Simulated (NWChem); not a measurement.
C₂H₃ClO₂Si; SMILES O=C1OC[Si@H]1Cl

```xyz
9

O      1.5892    -1.8976     0.0559
C      0.5765    -1.2862    -0.0155
O     -0.6425    -1.7455     0.4203
C     -1.5713    -0.6600     0.1992
Si    -0.2113     0.3808    -0.6242
Cl     0.3538     2.1261     0.3052
H     -2.4074    -0.9991    -0.4309
H     -1.9631    -0.2882     1.1579
H     -0.2901     0.6336    -2.0880
```
Atoms are numbered in this order, from 1.

All runs: NWChem. Structure relaxed at the PBE0/def2-SVP level. Hybrids' shares of exact exchange are those that their runs print; pure functionals count as 0. The functionals differ in more than this share.

```
row               share of exact exchange  orbital gap (eV)
----------------  -----------------------  ----------------
PBE/def2-TZVP                        0.00              4.06
BLYP/def2-TZVP                       0.00              4.11
TPSSh/def2-TZVP                      0.10              5.21
B3LYP/def2-TZVP                      0.20          withheld
PW6B95/def2-TZVP                     0.28              6.62
```

Question: Fit a straight line of the last column on the one before it, predict the withheld value, and compare with the run.

Answer: 
1. Means of the 4 shown rows: x = 0.095, y = 5.000. Slope Σ(x − x̄)(y − ȳ)/Σ(x − x̄)² = 0.4746/0.05230 = 9.075; intercept 4.138.
2. The shown rows scatter about the line by 0.097 (root mean square); the largest residual is +0.16, at TPSSh/def2-TZVP.
3. At x = 0.20 (B3LYP/def2-TZVP; inside the shown range) the line gives 5.95.
4. The run gives 6.02, +0.07 from the line, 0.7 times the scatter.
